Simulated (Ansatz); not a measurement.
`FC1(I)CC1`. Total charge 0; spin multiplicity 1. I: def2 effective core potential.

```csv
atom,x (Å),y (Å),z (Å)
F1,-1.2978,-0.7361,-1.1685
C2,-0.1494,-0.5612,-0.4728
I3,1.2348,-2.1065,-0.8816
C4,-0.2662,0.0149,0.8834
C5,0.3049,0.8299,-0.2643
H6,-1.2720,0.2504,1.2100
H7,0.4059,-0.3309,1.6569
H8,-0.3261,1.6003,-0.6909
H9,1.3659,1.0392,-0.2723
```

(1) List the harmonic frequencies (cm⁻¹, unscaled) at PBE0-D4/def2-TZVP in Ansatz. (An estimate is asked.)

(2) Is this a minimum?

(3) Give the ideal-gas thermochemistry at 298.15 K and 1 bar (rigid rotor, harmonic oscillator; point group Cs, symmetry number 1).

## Answers

(1) Computed: 234, 266, 283, 454, 484, 755, 836, 902, 988, 1018, 1055, 1084, 1178, 1200, 1328, 1441, 1490, 3160, 3161, 3249, 3260.

(2) Yes, all 21 modes are real.

(3) Zero-point energy 166.4 kJ/mol; H(298) − E = 182.4 kJ/mol; entropy 320.4 J/(mol·K), of which translation 174.0, rotation 115.0, vibration 31.4; G(298) − E = 86.9 kJ/mol.
